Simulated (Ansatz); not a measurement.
Coupled-cluster run, `C[S+](C)[Mo-6]([C]#[O+])([C]#[O+])([C]#[O+])([C]#[O+])[C]#[O+]`.

```yaml
crystal:
  periodic: [false, false, false]
  atoms:
    - {symbol: C, position_ang: [-1.400862, -0.269848, 2.025735]}
    - {symbol: S, position_ang: [-0.110783, -1.050165, 1.047855]}
    - {symbol: C, position_ang: [1.318171, -0.562902, 2.022585]}
    - {symbol: Mo, position_ang: [0.010579, 0.117195, -1.223252]}
    - {symbol: C, position_ang: [0.099036, 0.996431, -2.994383]}
    - {symbol: O, position_ang: [0.150691, 1.512505, -4.015121]}
    - {symbol: C, position_ang: [-2.016545, 0.319726, -1.273790]}
    - {symbol: O, position_ang: [-3.148550, 0.448553, -1.331171]}
    - {symbol: C, position_ang: [0.175004, 1.928340, -0.314468]}
    - {symbol: O, position_ang: [0.268869, 2.949180, 0.188486]}
    - {symbol: C, position_ang: [-0.151864, -1.699680, -2.148646]}
    - {symbol: O, position_ang: [-0.240009, -2.696640, -2.691932]}
    - {symbol: C, position_ang: [2.040722, -0.053431, -1.256755]}
    - {symbol: O, position_ang: [3.177699, -0.133176, -1.304649]}
    - {symbol: H, position_ang: [-1.407393, -0.699424, 3.028320]}
    - {symbol: H, position_ang: [-2.351163, -0.481782, 1.537536]}
    - {symbol: H, position_ang: [-1.251527, 0.809040, 2.074635]}
    - {symbol: H, position_ang: [2.200040, -0.974483, 1.533465]}
    - {symbol: H, position_ang: [1.403658, 0.522991, 2.069601]}
    - {symbol: H, position_ang: [1.234237, -0.982419, 3.025940]}
basis:
  gaussian: {orbitals: def2-SVP}
correlation: {method: ccsd_t}
```

```sh
$ ansatz run in.yaml --threads 11 --pin off --events-out ev --progress --plain --max-ram 120832MiB --backend cuda --devices 0, --max-vram 75GiB
```

Log, shortened:

```
Functional definition: HF
2461 factors; integrals over basis functions are off by at most 1.4e-3 eV
mean field evaluation 1: about -30125.0399 eV, gradient 5.9e1 eV
mean field evaluation 2: about -30125.6463 eV, gradient 5.9e1 eV
mean field evaluation 4: about -30133.5790 eV, gradient 8.4e0 eV
mean field evaluation 8: about -30133.8195 eV, gradient 1.1e0 eV
mean field evaluation 16: about -30133.8278 eV, gradient 2.3e-6 eV
mean field -30133.82780897 eV, -1107.3977465375 hartree, gradient 2.5e-6 eV, S^2 0.000000; 0 other end points of the search recorded, 0 dependent functions left out
17 core orbitals not correlated: weight in the atoms' cores, before any rotation towards them, 1.000 or more for the frozen orbitals, at most 0.000 for the correlated occupied ones
reference -30133.82780897 eV, -1107.3977465375 hartree; 42, 42 occupied and 188, 188 virtual orbitals, 2461 factors
second order -65.32908566 eV of doubles, -0.00000000 eV of singles
cycle   1  -60.87585801 eV  change     4.5e0 eV  update   3.3e-1
cycle   2  -63.86573788 eV  change    -3.0e0 eV  update   1.4e-1
cycle   3  -64.47547725 eV  change   -6.1e-1 eV  update   4.4e-2
cycle   4  -64.44264114 eV  change    3.3e-2 eV  update   1.3e-2
cycle   5  -64.42902630 eV  change    1.4e-2 eV  update   5.6e-3
cycle   6  -64.43003423 eV  change   -1.0e-3 eV  update   2.0e-3
cycle   7  -64.42969923 eV  change    3.3e-4 eV  update   8.5e-4
cycle   8  -64.42821672 eV  change    1.5e-3 eV  update   3.1e-4
cycle   9  -64.42826782 eV  change   -5.1e-5 eV  update   1.2e-4
cycle  10  -64.42847685 eV  change   -2.1e-4 eV  update   6.1e-5
cycle  11  -64.42832769 eV  change    1.5e-4 eV  update   3.1e-5
cycle  12  -64.42834493 eV  change   -1.7e-5 eV  update   1.7e-5
perturbative correction -3.09411037 eV, -0.1137064589 hartree
Total energy: -30201.35026427 eV, -1109.8791510015 hartree
```

It took 5.5 s on 11 threads of an AMD EPYC 7R13 on a shared host and a whole NVIDIA H100 80 GB, with 1.5 GiB of host memory at the peak.

MP2 recovers 96.8 % of the CCSD(T) correlation energy and the triples give 4.6 %; T1 = 0.0199.
